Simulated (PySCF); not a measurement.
## Partial charges of `CCC(=O)[SiH2]CCl`

Species: C4H9ClOSi.
Cartesian coordinates in Å at the GFN2-xTB level; atoms count from 1:
```xyz
16
C4H9ClOSi angstrom
C      2.6112   -0.3379   -1.1328
C      1.5463    0.4042   -0.3377
C      0.1897   -0.2557   -0.3816
O     -0.0247   -1.2749   -0.9965
Si    -1.2224    0.6170    0.6068
C     -2.7832   -0.4446    0.3585
Cl    -4.1466    0.3014    1.2419
H      2.3195   -0.4068   -2.1777
H      3.5666    0.1767   -1.0673
H      2.7288   -1.3483   -0.7494
H      1.8300    0.4870    0.7143
H      1.4195    1.4242   -0.7091
H     -1.4242    1.9645    0.0715
H     -0.8571    0.6708    2.0233
H     -3.0870   -0.5138   -0.6841
H     -2.6740   -1.4547    0.7483
```

Density: PBE0/pcSseg-1 (PySCF); schemes: Mulliken, IAO, Hirshfeld and ESP-fitted. Geometry: GFN2-xTB, one conformer, isolated molecule.

Q: Do the Mulliken, IAO, Hirshfeld and ESP-fitted schemes agree on where the charge is lowest?

A: The schemes don't all agree: Mulliken C6 (-0.490); IAO C6 (-0.521); Hirshfeld O4 (-0.210); ESP-fitted O4 (-0.461).

Q: For which atoms does the sign change between the 4 schemes (beyond +0.03 e in one, beyond −0.03 e in another)?

A: C2. Atomic charges aren't observables, and each scheme defines them in its own way.

Q: Tabulate the Mulliken, IAO, Hirshfeld and ESP-fitted charges.

A: In e:

```csv
atom,environment,Mulliken,IAO,Hirshfeld,ESP-fitted
C1,methyl carbon,-0.249,-0.419,-0.119,-0.335
C2,sp3 carbon next to a carbonyl,-0.295,-0.309,-0.077,+0.153
C3,carbonyl carbon,-0.026,+0.147,+0.087,+0.381
O4,carbonyl oxygen,-0.348,-0.392,-0.210,-0.461
Si5,SiH2 silicon,+0.655,+0.696,+0.323,+0.322
C6,sp3 C–Cl carbon,-0.490,-0.521,-0.123,-0.368
Cl7,alkyl chlorine,-0.171,-0.104,-0.077,-0.138
H8,methyl hydrogen,+0.123,+0.151,+0.042,+0.093
H9,methyl hydrogen,+0.118,+0.145,+0.044,+0.086
H10,methyl hydrogen,+0.123,+0.151,+0.042,+0.094
H11,methylene hydrogen,+0.148,+0.155,+0.051,-0.018
H12,methylene hydrogen,+0.148,+0.155,+0.051,-0.016
H13,Si–H hydrogen,-0.054,-0.106,-0.069,-0.081
H14,Si–H hydrogen,-0.054,-0.106,-0.070,-0.082
H15,methylene hydrogen,+0.186,+0.179,+0.052,+0.184
H16,methylene hydrogen,+0.186,+0.179,+0.052,+0.186
```

Mean size of the charges over all atoms: IAO 0.245 e, Mulliken 0.211 e, ESP-fitted 0.187 e, Hirshfeld 0.093 e. Each set sums to the total charge, 0, to within 0.001 e. The Hirshfeld scheme divides the density at each point in proportion to the densities of the neutral, spherically averaged free atoms. The Mulliken scheme gives each basis function's population to the atom it is centred on and halves the overlap population of two atoms between them.

Q: How closely do the schemes follow one another over all atoms?

A: Correlation coefficient and root-mean-square difference: Mulliken with IAO 0.98, 0.069 e; IAO with Hirshfeld 0.95, 0.189 e; Mulliken with Hirshfeld 0.93, 0.163 e; Hirshfeld with ESP-fitted 0.82, 0.151 e; IAO with ESP-fitted 0.80, 0.179 e; Mulliken with ESP-fitted 0.72, 0.189 e.

Q: Sum the charges by element, for elements with more than one atom.

A: 
```tsv
element	atoms	Mulliken	IAO	Hirshfeld	ESP-fitted
C	4	-1.061	-1.102	-0.232	-0.169
H	9	+0.925	+0.903	+0.195	+0.446
```

Q: How many electrons does the Mulliken scheme count on C2?

A: Z − q = 6 − (-0.295) ≈ 6.296.
